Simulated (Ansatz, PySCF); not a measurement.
CH6O3Si2, SMILES O=C([SiH2]O)[SiH2]O.

Geometry: ωB97X-D3(BJ)/def2-SVP. This is a generated structure with no PubChem entry under its InChIKey; it may be hypothetical. Other conformers were not sampled.

Vertical ionisation energy (IE) and electron affinity (EA) in eV. Rows of orbital energies are one-electron estimates. Where ΔSCF, EOM or ADC give a negative EA the extra electron is unbound and the value depends on the basis.

| level | IE | EA |
|---|---|---|
| −ε(HOMO), −ε(LUMO), r2SCAN/def2-TZVP (PySCF) | 6.00 | 3.34 |
| −ε(HOMO), −ε(LUMO), PBE/def2-TZVP (PySCF) | 5.79 | 3.48 |
| ΔSCF, PBE0/def2-SVPD (Ansatz), final states of multiplicity 2 and 2 | 9.24 | 0.61 |
| ΔSCF, PBE/def2-SVPD (Ansatz), final states of multiplicity 2 and 2 | 8.98 | 0.60 |

Problem. What vertical singlet–triplet gap does ΔSCF give with PBE0/def2-SVPD (Ansatz, an electronic-structure program) and with PBE/def2-SVPD (Ansatz)? (An estimate is asked for; the answer gives what the named calculation found.)

Solution. 1.99 and 2.01 eV (triplet above singlet where positive).
